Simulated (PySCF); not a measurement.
**EPR parameters of C4H6F3Si2**

C4H6F3Si2 (doublet state).
Cartesian coordinates in Å at the GFN2-xTB level; atoms count from 1:
```xyz
15
C4H6F3Si2 angstrom
C      2.1783    2.5891    0.0462
C      1.8789    1.4460    0.2683
Si     1.4377   -0.3129    0.6359
C      0.4954   -0.9407   -0.9140
Si    -1.1378   -0.0372   -1.1965
F     -2.0157   -0.8714   -2.3034
C     -2.3311   -0.2312    0.3321
F     -2.1733    0.7640    1.2456
F     -2.0336   -1.3885    0.9970
H      2.4376    3.5894   -0.1534
H      0.5924   -0.3698    1.8268
H      2.6623   -1.1063    0.8038
H      0.2732   -2.0046   -0.8001
H      1.1304   -0.8453   -1.7938
H     -3.3992   -0.2727    0.0771
```

The hyperfine couplings belong to this conformer and change with its torsions.

Identity: `C#C[SiH2]C[Si](F)C(F)F` [radical].

The calculation used UKS B3LYP, pcH-1 on C F H Si, non-relativistic, mean-field spin-orbit, GIAO in PySCF 2.14.0. Isolated species at its GFN2-xTB geometry (one conformer only). A GFN2-xTB geometry isn't a minimum of the functional, and hyperfine couplings can be far from their values at a DFT geometry, by a factor of two or more for some ions and for spin on atoms past the first row. The SCF solution wasn't tested for stability.

```json
{"g1, g2, g3": "2.00116, 2.00231, 2.00358", "g_iso": "2.00235", "Form of g": "rhombic: the two nearest values differ by 48 % of g3 − g1", "⟨S²⟩": "0.7513 (exact 0.7500)", "α and β electrons": "43, 42", "HOMO–LUMO gap, α and β orbitals": "5.75, 4.93 eV"}
```

Isotropic coupling and dipolar principal values T1 to T3, in MHz; ρ(0) is the spin density at the nucleus:

```
atom  isotope   a_iso  of which spin–orbit      T1      T2     T3  Mulliken spin population  ρ(0) (bohr⁻³)
  C1      13C     0.9                  0.0    -0.9    -0.8    1.7                      0.01         0.0008
  C2      13C     0.0                  0.0    -0.5    -0.3    0.8                      0.00         0.0000
 Si3     29Si     3.3                  0.0    -0.3    -0.2    0.5                     -0.01        -0.0038
  C4      13C    56.5                  0.0    -8.0    -7.3   15.3                      0.05         0.0502
 Si5     29Si  -674.5                  1.0  -157.2    78.1   79.1                      0.82         0.7601
  F6      19F   136.6                  1.6  -130.9  -125.4  256.3                      0.04         0.0321
  C7      13C    89.6                  0.0    -8.2    -7.8   16.0                      0.05         0.0797
  F8      19F    -4.3                 -0.1    -9.5    -3.3   12.8                      0.00        -0.0010
  F9      19F    88.3                  0.4   -64.8   -58.7  123.5                      0.02         0.0209
 H10       1H    -0.6                  0.0    -1.0    -0.6    1.5                      0.00        -0.0001
 H11       1H    -0.2                  0.0    -1.3    -1.2    2.6                      0.00         0.0000
 H12       1H     1.9                  0.0    -0.9    -0.6    1.6                      0.00         0.0004
 H13       1H    36.0                  0.0    -5.3     0.1    5.1                      0.02         0.0081
 H14       1H     0.0                  0.0    -5.8    -2.9    8.6                      0.00         0.0000
 H15       1H     0.2                  0.0    -4.2    -2.2    6.5                      0.00         0.0000
```

The largest Mulliken spin population is on Si5 (+0.82). The angles at Si5 add up to 318.8°, so it is pyramidal.

Under fast tumbling the dipolar parts average out, and these isotropic splittings remain: 1 × 19F (F6, I = 1/2, 2 lines) with 4.88 mT, 2 × 19F (F8/F9, I = 1/2, 3 lines) with 1.50 mT, 2 × 1H (H13/H14, I = 1/2, 3 lines) with 0.64 mT and 2 × 1H (H11/H12, I = 1/2, 3 lines) with 0.03 mT.

Means are taken over nuclei equivalent by connectivity, which assumes that they swap fast. The 19F value of +42.0 MHz is a mean of couplings from -4.3 to 88.3 MHz in this one geometry, not an average over conformers. The 1H value of +18.0 MHz is a mean of couplings from 0.0 to 36.0 MHz in this one geometry, not an average over conformers.

The 13C coupling of C7 (89.6 MHz) shows only in satellite lines or after enrichment, since that isotope makes up about 1.07 % of natural carbon.

The 29Si coupling of Si5 (-674.5 MHz) shows only in satellite lines or after enrichment, since that isotope makes up about 4.7 % of natural silicon.

Examples of negative spin density at the nucleus (bohr⁻³): Si3 (-0.0038).
